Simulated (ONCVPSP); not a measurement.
## PBE ONCV dataset for Fe (Z = 26), scalar-relativistic all-electron reference.

ONCVPSP 4.0.1 input, shortened (lines: element, Z, core and valence counts, functional; n l f; lmax; l rc ep ncon nbas qcut; lloc lpopt rc5 dvloc0; l nproj debl; icmod fcfact rcfact), PBE, scalar-relativistic:

```
  Fe 26.00    5    2        4      upf
    1    0    2.00
    2    0    2.00
    2    1    6.00
    3    0    2.00
    3    1    6.00
    3    2    6.00
    4    0    1.00
    2
    0    2.10    0.00    3    6    2.60
    1    2.30    0.13    4    8    3.50
    2    1.15    0.00    3    7   14.80
    4    5    1.00    2.00
    0    2    1.70
    1    2    2.40
    2    2    3.80
    0    0.00    0.00
```

In the p channel the program set the typed energies aside and used 0.050, 2.450 Ha.

What the tests gave:

```json
{"Cutoffs needed": "76 Ha and 86 Ha (the cutoffs (Ha) at which the residual kinetic energy of the hardest occupied pseudo-wave falls to 1 and 0.1 mHa per electron)", "Ghost test": "ghosts flagged at negative energy: s at -37.7 eV; GHOST(+) flagged for p at 83.4 eV; a true bound ghost makes a file unfit for plane-wave use", "Largest excitation error": "+84 meV (all-electron minus pseudo) for 3d5 4s0, out of 4 test configurations"}
```

Generation and tests took about 7.6 s on one core of a shared server CPU.
